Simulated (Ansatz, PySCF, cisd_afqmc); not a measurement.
System: SbH3, charge 0, singlet. SbH3 (SMILES [SbH3]).
B3LYP-D3(BJ)/def2-TZVP minimum from Ansatz (a program for electronic structure):
```
Sb
H 1 1.7138
H 1 1.7138 2 91.40
H 1 1.7138 2 91.40 3 91.44
```
Charge 0, spin multiplicity 1.

Atomisation energy term by term, kcal/mol (programs: Ansatz, cisd_afqmc). Radicals and triplets start from unrestricted determinants; spin-orbit coupling is neglected. Cores are frozen in correlated methods (noble-gas shells, and filled d and f shells in the p block). Past Kr the def2 sets carry scalar-relativistic core potentials. The Monte Carlo rows (phaseless AFQMC, CISD trial, step 0.005/hartree) carry one-sigma bars that omit the constraint's bias. Outlying blocks are dropped, and bars are widened where a walk drifts. Over all cases where full CI ran beside it in this data, AFQMC minus full CI had a median of +0.1 mEh and passed +0.4 mEh in a tenth of the cases. CBS(X,Y): correlation extrapolated as X^-3, Hartree-Fock from the larger set. A bracket is a step between two methods taken in the basis named. Where a partner has so few electrons that a lower coupled-cluster level is exact, that level stands in. Spin-orbit terms, left out, reach several kcal/mol for Br and I, and more for heavier atoms.

| term | basis | kcal/mol |
|---|---|---|
| Hartree-Fock | def2-QZVPP | 128.29 |
| CCSD correlation | CBS(def2-TZVPP,def2-QZVPP) | 64.85 |
| (T) | CBS(def2-TZVPP,def2-QZVPP) | 1.81 |
| CCSDT(Q) - CCSD(T) | def2-QZVPP | 0.25 |
| CCSDTQ - CCSDT(Q) | def2-SVP | 0.00 |
| minus zero-point energy | Hessian by PySCF at B3LYP-D3(BJ)/def2-TZVP | -11.89 |
| sum: D0 |  | 183.3 |

The step beyond CCSD(T) by other levels: CCSDTQ in def2-SVP 0.30; AFQMC/CISD in def2-SVP 0.25 ± 0.09; CCSDT(Q) in def2-SVP 0.30; AFQMC/CISD in def2-TZVPP 0.30 ± 0.10; CCSDT(Q) in def2-TZVPP 0.23 kcal/mol.
